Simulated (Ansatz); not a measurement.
```yaml
crystal:
  periodic: [false, false, false]
  atoms:
    - {symbol: Si, position_ang: [-1.089572, -0.551426, -1.138404]}
    - {symbol: N, position_ang: [0.007875, 0.132368, 0.033129]}
    - {symbol: Si, position_ang: [1.087864, -0.996836, 0.809467]}
    - {symbol: Al, position_ang: [0.024039, 1.860599, 0.408912]}
    - {symbol: Cl, position_ang: [-0.987601, 3.211263, -0.803973]}
    - {symbol: Cl, position_ang: [1.054599, 2.570056, 2.068171]}
    - {symbol: H, position_ang: [-2.314782, 0.281136, -1.226273]}
    - {symbol: H, position_ang: [-1.456898, -1.923218, -0.694618]}
    - {symbol: H, position_ang: [-0.465862, -0.644614, -2.484353]}
    - {symbol: H, position_ang: [1.442255, -2.059638, -0.169565]}
    - {symbol: H, position_ang: [2.322199, -0.295768, 1.241789]}
    - {symbol: H, position_ang: [0.452685, -1.639023, 1.989916]}
basis:
  gaussian: {orbitals: cc-pVTZ, final_grid: {core_spheres: 1, valence_spheres: 1, degree: 1}}
hamiltonian: {xc: {name: PBE}}
scf: {lower_state_search: full}
output: {forces: true}
```

```sh
$ ansatz run in.yaml --threads 4 --pin off --events-out ev --progress --plain --max-ram 11315MiB
```

Output, abridged:

```
Functional definition: PBE
1904 factors; their error is unknown
mean field evaluation 1: about -48957.6808 eV, gradient 7.7e1 eV
mean field evaluation 2: about -48894.7560 eV, gradient 1.5e2 eV
mean field evaluation 4: about -48968.7643 eV, gradient 1.5e1 eV
mean field evaluation 8: about -48969.2585 eV, gradient 2.8e-1 eV
a density is far from that of the atoms, so the factors are made again for it
2552 factors; integrals over basis functions are off by at most 1.5e-4 eV
mean field evaluation 96: about -48969.1596 eV, gradient 2.3e0 eV
mean field -49595.11415780 eV, -1822.5868285232 hartree, gradient 5.1e-6 eV, S^2 0.000000; 5 other end points of the search recorded, 0 dependent functions left out
reference -49595.11440936 eV, -1822.5868377679 hartree; 44, 44 occupied and 240, 240 virtual orbitals, 2552 factors
Total energy: -49595.11440936 eV, -1822.5868377679 hartree
Atom 0 at    -1.089572    -0.551426    -1.138404 Å, force    29.459210   -68.543766    -2.873972 eV/Å
Atom 1 at     0.007875     0.132368     0.033129 Å, force     2.577777   281.997530    61.192409 eV/Å
Atom 2 at     1.087864    -0.996836     0.809467 Å, force   -31.189179   -62.617043   -23.736442 eV/Å
Atom 3 at     0.024039     1.860599     0.408912 Å, force    -2.047696  -235.161885   -51.087551 eV/Å
Atom 4 at    -0.987601     3.211263    -0.803973 Å, force   -35.238633    30.166956    -9.982377 eV/Å
Atom 5 at     1.054599     2.570056     2.068171 Å, force    35.944410    22.166475    20.864769 eV/Å
Atom 6 at    -2.314782     0.281136    -1.226273 Å, force    33.693327    10.864843    -0.869679 eV/Å
Atom 7 at    -1.456898    -1.923218    -0.694618 Å, force   -10.650021     1.031647   -15.576031 eV/Å
Atom 8 at    -0.465862    -0.644614    -2.484353 Å, force   -21.153594     7.096027     7.197338 eV/Å
Atom 9 at     1.442255    -2.059638    -0.169565 Å, force    11.422818    -6.559282    13.012495 eV/Å
Atom 10 at     2.322199    -0.295768     1.241789 Å, force   -33.499404    10.976011     5.348129 eV/Å
Atom 11 at     0.452685    -1.639023     1.989916 Å, force    20.680987     8.582489    -3.489086 eV/Å
Dipole moment:    -0.068080    -7.739881    -1.668369 e Å
```

Task: Something in this input is off. What?

Result: The integration grid is far too coarse. The run converged. The result belongs to that input, not to the molecule as meant.
